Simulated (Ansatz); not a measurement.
Relaxation of the cluster SrS₂ with RKS PBE0-D4/def2-TZVP.

```sh
$ ansatz run in.yaml --threads 4 --pin off --events-out ev --progress --plain --max-ram 3916MiB
```

```yaml
crystal:
  periodic: [false, false, false]
  atoms:
    - {symbol: Sr, position_ang: [0.927250, 0.287360, 0.064730]}
    - {symbol: S, position_ang: [-0.386820, 0.071360, -2.118350]}
    - {symbol: S, position_ang: [-0.540430, -0.358710, 2.053620]}
basis:
  gaussian: {orbitals: def2-TZVP}
hamiltonian: {xc: pbe0, dispersion: d4}
scf: {omitted_lower_state_checks: [starts]}
output: {orbitals: {seedname: orbitals}}
relax: {f_tol: 0.02, max_steps: 100}
```

Run time 9.5 s (4 threads of Arm Neoverse V2 on a shared host).

Positions (Å) and forces (eV/Å) at steps 1, 2, 3, 4, 5, 6, 7, 9 of 9:

```xyz
3
step=1 energy=-22498.0243 eV
Sr    0.927    0.287    0.065    1.195    0.372    0.066
S    -0.387    0.071   -2.118   -0.576   -0.139   -0.471
S    -0.540   -0.359    2.054   -0.619   -0.233    0.405
3
step=2 energy=-22498.2757 eV
Sr    1.118    0.346    0.077    0.073    0.022    0.007
S    -0.484    0.034   -2.047   -0.061   -0.077    0.633
S    -0.633   -0.380    1.970   -0.012    0.055   -0.639
3
step=3 energy=-22498.5571 eV
Sr    1.276    0.395    0.088   -0.612   -0.190   -0.039
S    -0.570   -0.009   -1.873    0.258   -0.037    1.292
S    -0.706   -0.386    1.785    0.355    0.227   -1.253
3
step=4 energy=-22499.0500 eV
Sr    1.356    0.420    0.093   -0.584   -0.181   -0.038
S    -0.617   -0.041   -1.684    0.227   -0.086    1.724
S    -0.739   -0.379    1.591    0.356    0.267   -1.686
3
step=5 energy=-22499.7531 eV
Sr    1.411    0.437    0.097   -0.360   -0.112   -0.023
S    -0.652   -0.070   -1.494    0.100   -0.164    2.143
S    -0.759   -0.368    1.397    0.260    0.276   -2.120
3
step=6 energy=-22500.5983 eV
Sr    1.423    0.441    0.098    0.584    0.181    0.041
S    -0.665   -0.092   -1.300   -0.367   -0.297    1.980
S    -0.758   -0.350    1.202   -0.218    0.116   -2.021
3
step=7 energy=-22501.1518 eV
Sr    1.491    0.462    0.103    0.027    0.008    0.002
S    -0.706   -0.122   -1.112   -0.014   -0.003   -0.014
S    -0.785   -0.340    1.009   -0.014   -0.005    0.012
3
step=9 energy=-22501.1518 eV
Sr    1.492    0.463    0.103    0.002    0.001    0.000
S    -0.707   -0.122   -1.112   -0.001    0.000   -0.008
S    -0.785   -0.341    1.009   -0.001   -0.001    0.008
```

In the def2 sets Sr takes a core potential; there is no spin–orbit coupling. The structure comes from a short search, and lower isomers may exist.
